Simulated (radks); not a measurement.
Effect of the nuclear size on the zirconium ion Zr2+, [Kr] 4d2. All-electron calculation, Dirac Kohn-Sham, LDA (Slater exchange, Perdew-Wang correlation), spin-unpolarised, spherical densities, finite nucleus; open shells are shared between the two j in proportion to 2j + 1; Fermi nuclear charge, rms radius 4.2694 fm. Program: a radial shooting solver on a logarithmic mesh with Libxc functionals. The rms radius is varied about that value; shifts are against it.

rms radius (fm)  total energy shift (eV)  density at nucleus (e/bohr^3)  1s1/2 shift (meV)  2s1/2 shift (meV)  4s1/2 shift (meV)  5s1/2 (empty) shift (meV)
3.6119                            -0.310                      7.563e+04               -131              -13.8             -0.367                     -0.057
4.0346                            -0.116                      7.481e+04              -49.2              -5.17             -0.137                     -0.021
4.2694                                 0                      7.439e+04              0.000              0.000              0.000                      0.000
4.6067                             0.177                      7.384e+04               75.0               7.88              0.210                      0.033
4.9824                             0.389                      7.328e+04                165               17.3              0.460                      0.072

Slopes of the eigenvalues against <r^2> in GHz/fm^2, as finite differences over the two radii next to the reference (eigenvalue slopes, not the field-shift constants of lines): 1s1/2 6070, 2s1/2 638, 4s1/2 17.0, 5s1/2 (empty) 2.65.
